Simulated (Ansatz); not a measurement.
Ansatz (a first-principles code) input file for GeBr₂, SMILES [Br][Ge][Br] (connectivity only; charge and spin as stated), neutral, multiplicity 1, PBE0-D3(BJ)/def2-SVP. 

Ansatz 0.2 input:
```yaml
crystal:
  periodic: [false, false, false]
  atoms:
    - {symbol: Ge, position_ang: [-0.00000000, 0.00000000, 1.03327776]}
    - {symbol: Br, position_ang: [-0.00000000, 1.82083863, -0.47235555]}
    - {symbol: Br, position_ang: [0.00000000, -1.82083863, -0.47235555]}
basis:
  gaussian:
    orbitals: def2-SVP
hamiltonian:
  xc: pbe0
  dispersion: d3bj
relax: {f_tol: 0.002, max_steps: 200}
```

Log of the run:

```
WARN ansatz: RAYON_NUM_THREADS=1 ignored (pool sized by the plan → 1); use --threads N
Functional definition: PBE0
integrals: 0.04 GiB planned
988 factors; integrals over basis functions are off by at most 2.6e-4 eV
mean field: 0.57 GiB planned
mean field evaluation 1: about -196565.0436 eV, gradient 1.7e1 eV
mean field evaluation 2: about -196563.6070 eV, gradient 2.9e1 eV
mean field evaluation 4: about -196565.8673 eV, gradient 4.1e-1 eV
mean field evaluation 8: about -196565.8693 eV, gradient 1.3e-2 eV
mean field -196565.86932586 eV, -7223.6624605937 hartree, gradient 2.5e-5 eV, S^2 0.000000; 0 other end points of the search recorded, 0 dependent functions left out
the calculation of the forces begins
reference -196565.86934694 eV, -7223.6624613685 hartree; 51, 51 occupied and 45, 45 virtual orbitals, 988 factors
relax step   1: F+E_penalty+E_count = -196565.96638153 eV  Δ(F+E_penalty+E_count) = +0.000e0 eV  max|allowed force component| = 2.955e-1 eV/Å  Δτ_max = 0.0000 Å  (26 SCF iters, accepted)
these checks for a lower state are left out or cut short: starts, cluster_reference, orbital_swaps, neighbouring_geometries, increment
integrals: 0.04 GiB planned
988 factors; integrals over basis functions are off by at most 2.5e-4 eV
mean field: 0.57 GiB planned
mean field evaluation 16: about -196565.8686 eV, gradient 1.4e0 eV
mean field -196565.87293779 eV, -7223.6625933297 hartree, gradient 3.4e-5 eV, S^2 0.000000; 0 other end points of the search recorded, 0 dependent functions left out
the calculation of the forces begins
reference -196565.87295880 eV, -7223.6625941017 hartree; 51, 51 occupied and 45, 45 virtual orbitals, 988 factors
relax step   2: F+E_penalty+E_count = -196565.97029937 eV  Δ(F+E_penalty+E_count) = -3.918e-3 eV  max|allowed force component| = 5.780e-2 eV/Å  Δτ_max = 0.0132 Å  (26 SCF iters, accepted)
these checks for a lower state are left out or cut short: starts, cluster_reference, orbital_swaps, neighbouring_geometries, increment
integrals: 0.04 GiB planned
988 factors; integrals over basis functions are off by at most 2.5e-4 eV
mean field: 0.57 GiB planned
mean field -196565.87312106 eV, -7223.6626000647 hartree, gradient 8.9e-5 eV, S^2 0.000000; 0 other end points of the search recorded, 0 dependent functions left out
the calculation of the forces begins
reference -196565.87314208 eV, -7223.6626008371 hartree; 51, 51 occupied and 45, 45 virtual orbitals, 988 factors
relax step   3: F+E_penalty+E_count = -196565.97044351 eV  Δ(F+E_penalty+E_count) = -1.441e-4 eV  max|allowed force component| = 4.686e-4 eV/Å  Δτ_max = 0.0023 Å  (21 SCF iters, accepted)
integrals: 0.04 GiB planned
988 factors; integrals over basis functions are off by at most 2.5e-4 eV
mean field: 0.57 GiB planned
mean field evaluation 32: about -196565.8704 eV, gradient 3.8e-1 eV
mean field -196565.87312106 eV, -7223.6626000647 hartree, gradient 8.9e-5 eV, S^2 0.000000; 1 other end points of the search recorded, 0 dependent functions left out
the calculation of the forces begins
reference -196565.87314208 eV, -7223.6626008371 hartree; 51, 51 occupied and 45, 45 virtual orbitals, 988 factors
Total energy: -196565.97046453 eV, -7223.6661773712 hartree
Atom 0 at     0.000000     0.000000     1.022826 Å, force     0.000000     0.000000    -0.000066 eV/Å
Atom 1 at    -0.000000     1.810688    -0.467130 Å, force    -0.000000     0.000469     0.000033 eV/Å
Atom 2 at     0.000000    -1.810688    -0.467130 Å, force    -0.000000    -0.000469     0.000033 eV/Å
Dipole moment:     0.000000     0.000000     0.370802 e Å
```

The run converged.

Cost: about 13 core-seconds (a rough figure).
